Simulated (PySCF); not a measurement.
From one molecule to another.

First species: C4H9N3OSi2.
Cartesian coordinates in Å at the GFN2-xTB level; atoms count from 1:
```xyz
19
C4H9N3OSi2 angstrom
C     -2.3173   -1.4008   -0.4470
C     -1.6965   -0.1075   -0.0529
N     -2.4947    0.9249    0.1610
C     -1.8985    2.0651    0.4945
N     -0.6033    2.2463    0.6189
N      0.1888    1.2270    0.4153
C     -0.2997    0.0424    0.0871
Si     0.9762   -1.3327   -0.1651
O      2.4345   -0.7048    0.0615
Si     3.3041    0.6450    0.4011
H     -3.3998   -1.3195   -0.3951
H     -1.9708   -2.1987    0.2063
H     -2.0220   -1.6524   -1.4646
H     -2.5353    2.9203    0.6760
H      0.8973   -1.8190   -1.5421
H      0.7714   -2.3732    0.8416
H      4.6664    0.1079    0.3659
H      2.9246    1.1185    1.7254
H      3.0649    1.6206   -0.6554
```

Second species: C6H5ClF4O.
SMILES with atom numbers: `[CH3:1][C@@:2]1([C:3]([F:4])([F:5])[F:6])[CH2:7][C@:8]1([F:9])[C:10](=[O:11])[Cl:12]` (hydrogens: H13, H14, H15 on C1; H16, H17 on C7)

Levels: PBE0/pcSseg-1 for dipole moment, HOMO energy, LUMO energy and HOMO–LUMO gap; GFN2-xTB for rotational constant A and rotational constant C. Geometries: GFN2-xTB. Each species is one conformer at its optimised geometry, gas phase, non-relativistic unless stated; the electronic structure was computed with PySCF and density fitting.

Dipoles, sizes and rotational constants follow the conformer. The torsions of the flexible species, by atom-mapped SMILES:
- `[CH3:1][c:2]1[n:3][cH:4][n:5][n:6][c:7]1[SiH2:8][O:9][SiH3:10]`: N6–C7–Si8–O9 -1°, C7–Si8–O9–Si10 -1°
- `[CH3:1][C@@:2]1([C:3]([F:4])([F:5])[F:6])[CH2:7][C@:8]1([F:9])[C:10](=[O:11])[Cl:12]`: C1–C2–C3–F4 -88°, C7–C8–C10–O11 -15°

(1) Which of the two has the higher HOMO energy, and by how much?

(2) Which of the two has the higher LUMO energy, and by how much?

(3) Which has the higher HOMO–LUMO gap?

(4) Which has the higher dipole moment?

(5) Which of the two has the higher rotational constant A, and by how much?

(6) Which has the higher rotational constant C?

Results:

(1) The first: -6.93 eV against -8.83 eV, a difference of 1.90 eV.

(2) The second: -1.64 eV against -2.02 eV, a difference of 0.38 eV.

(3) The second: 7.19 eV against 4.91 eV, a difference of 2.28 eV.

(4) The second: 3.61 D against 2.70 D, a difference of 0.91 D.

(5) The first: 1.750 GHz against 1.263 GHz, a difference of 0.487 GHz.

(6) The second: 0.559 GHz against 0.502 GHz, a difference of 0.057 GHz.

On the first: The dipole equals about 9.0 × 10⁻³⁰ C·m (1 D = 3.33564 × 10⁻³⁰ C·m).

On the second: The dipole matches unit charges of opposite sign 0.75 Å apart (1 e·Å = 4.8032 D).
